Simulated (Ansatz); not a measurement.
Molecule: sum formula H6SiN3O, net charge 0, doublet state. It need not be the lowest isomer of its formula. 
Structure (B3LYP-D3(BJ)/def2-TZVP (Ansatz, a program for electronic structure) minimum search):
SMILES: N[Si](N)(N)[O]
```xyz
11

N      1.2992    -0.5515     0.9677
Si     0.0359     0.0665     0.0170
N     -0.7481    -1.0879    -1.0300
N     -1.1579     0.6493     1.0912
O      0.6324     0.9972    -1.1759
H      1.1631    -1.0331     1.8396
H      2.2509    -0.5647     0.6442
H     -0.1618    -1.6684    -1.6133
H     -1.5944    -0.8381    -1.5229
H     -0.8829     1.2584     1.8456
H     -2.0892     0.8679     0.7741
```
Charge 0, spin multiplicity 2.

Wanted: atomisation energy (electronic, to ground-state atoms), in kcal/mol. Correlated levels leave the core frozen unless marked. UHF or UKS for open shells. No spin-orbit coupling. No relativistic terms. The coupled-cluster limit lacks core correlation, which all-electron functionals hold. CBS(X,Y): correlation extrapolated as X^-3; Hartree-Fock from the larger set.

```json
[
 {"level": "BHLYP/def2-TZVPD", "program": "Ansatz", "atomisation energy (kcal/mol)": "900.0"},
 {"level": "HSE06-D4/def2-TZVPD", "program": "Ansatz + dftd4", "atomisation energy (kcal/mol)": "935.5"},
 {"level": "HSE06/def2-TZVPD", "program": "Ansatz", "atomisation energy (kcal/mol)": "931.3"},
 {"level": "LC-wPBE-D3(BJ)/def2-TZVPD", "program": "Ansatz + dftd3", "atomisation energy (kcal/mol)": "937.1"},
 {"level": "wB97X-V/def2-TZVPD", "program": "Ansatz", "atomisation energy (kcal/mol)": "943.8"},
 {"level": "B2GP-PLYP-D4/def2-TZVPD", "program": "Ansatz + dftd4", "atomisation energy (kcal/mol)": "921.6"},
 {"level": "MP2/STO-3G", "program": "Ansatz", "atomisation energy (kcal/mol)": "707.3"}
]
```

**Question.** Predict the CCSD(T)/CBS(cc-pV(T+d)Z,cc-pV(Q+d)Z) result (Ansatz).

**Answer.** 938.4 kcal/mol
